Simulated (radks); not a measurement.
Q: Cs25+, configuration [Ar] 3d10 4s2. All-electron calculation, scalar-relativistic Kohn-Sham, LDA (Slater exchange, VWN5 correlation), spin-polarised, spherical densities, finite nucleus; Fermi nuclear charge, rms radius 4.8041 fm. Program: a radial shooting solver on a logarithmic mesh with Libxc functionals. Some entries of the table are withheld. Estimate them.

orbital  occ.  eigenvalue (hartree)  <1/r> (bohr^-1)
1s          2             -1343.995            59.34
2s          2             -235.3564              (1)
2p          6             -214.3721              (2)
3s          2             -70.31668              (3)
3p          6             -63.54299            4.754
3d         10             -53.75527              (4)
4s          2                   (5)            2.347

A: 
(1) 2s <1/r> (bohr^-1): 13.66
(2) 2p <1/r> (bohr^-1): 13.02
(3) 3s <1/r> (bohr^-1): 4.992
(4) 3d <1/r> (bohr^-1): 4.522
(5) 4s eigenvalue (hartree): -31.80256
